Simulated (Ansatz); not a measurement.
Saddle search on SiH5SBrO, closed shell by partitioned rational-function steps on PBE0-D4/def2-TZVP gradients (Ansatz 0.2.0), from this start:

| atom | x (Å) | y (Å) | z (Å) |
| --- | --- | --- | --- |
| Si1 | -0.7243 | -0.0032 | -0.3302 |
| Br2 | 1.7981 | 0.4113 | -1.1184 |
| H3 | -0.6160 | -1.2379 | -1.1488 |
| H4 | -1.9566 | -0.1803 | 0.4981 |
| O5 | -0.9977 | 1.5273 | -0.8773 |
| H6 | 1.6660 | -0.2034 | 0.9998 |
| S7 | 0.5241 | -0.4220 | 1.7672 |
| H8 | -0.2289 | 1.8693 | -1.3597 |
| H9 | 0.5353 | -1.7612 | 1.5694 |

```tsv
step	energy less the last (meV)	largest force (eV/Å)	curvature followed (eV/Å²)
1	35.9	0.537	-1.58
2	15.8	0.208	-1.61
3	23.9	0.690	-1.60
4	6.4	0.122	-1.64
5	4.1	0.052	-1.87
6	5.1	0.209	-1.87
7	2.4	0.139	-1.92
8	10.8	0.398	-2.02
9	9.4	0.497	-2.65
10	2.3	0.221	-3.19
11	3.4	0.229	-3.29
12	1.2	0.122	-3.29
13	0.0	0.016	-3.22
14	0.0	0.021	-3.05
15	0.0	0.016	-2.97
16	0.0	0.008	-2.84
```

The search ended at:

```xyz
9
angstrom
Si -0.7057 -0.0209 -0.3095
Br 1.8625 0.5591 -1.1759
H -0.4738 -1.2055 -1.1549
H -1.9405 -0.2970 0.4797
O -1.0258 1.4890 -0.8138
H 1.6961 -0.4914 0.8177
S 0.5881 -0.3092 1.6151
H -0.2708 1.8794 -1.2751
H 0.2698 -1.6037 1.8168
```
